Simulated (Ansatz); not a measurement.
C₂H₈GeO, SMILES `OC[CH2][GeH3]`. The species carries charge 0 and has multiplicity 1. The geometry is a stationary point of PBE0-D4/def2-TZVP. It is one conformer, not always the lowest.

```xyz
12

O     0.192   -0.681   -2.254
C     0.204   -0.754   -0.839
C    -0.159    0.603   -0.292
Ge   -0.183    0.661    1.666
H     0.422   -1.544   -2.607
H     1.198   -1.053   -0.477
H    -0.515   -1.507   -0.485
H    -1.146    0.898   -0.658
H     0.555    1.349   -0.650
H     1.204    0.302    2.231
H    -0.563    2.072    2.145
H    -1.208   -0.345    2.220
```

Q: What is the dipole moment at PBE/def2-TZVPP? (Estimate.)

A: Computed: 1.21 D, with components (0.31, -1.17, -0.03) D in this frame, pointing from negative to positive charge.

Q: And with r2SCAN, B3LYP, ωB97M-V? (Best estimate.)

A: Computed: r2SCAN 1.23 D, B3LYP 1.25 D, ωB97M-V 1.26 D.

Q: Give the Mulliken charges with PBE, r2SCAN, ωB97M-V in def2-TZVPP. (Estimate.)

A: The calculation gave: 
```tsv
atom	PBE	r2SCAN	ωB97M-V
O1	-0.30	-0.36	-0.31
C2	-0.07	0.06	-0.08
C3	-0.18	-0.13	-0.29
Ge4	0.07	0.09	0.04
H5	0.18	0.19	0.16
H6	0.08	0.04	0.11
H7	0.08	0.04	0.11
H8	0.09	0.06	0.12
H9	0.09	0.06	0.12
H10	-0.02	-0.02	0.00
H11	-0.01	-0.02	0.01
H12	-0.02	-0.02	0.00
```

B3LYP here is the variant with VWN-RPA as its local correlation; programs differ in this.
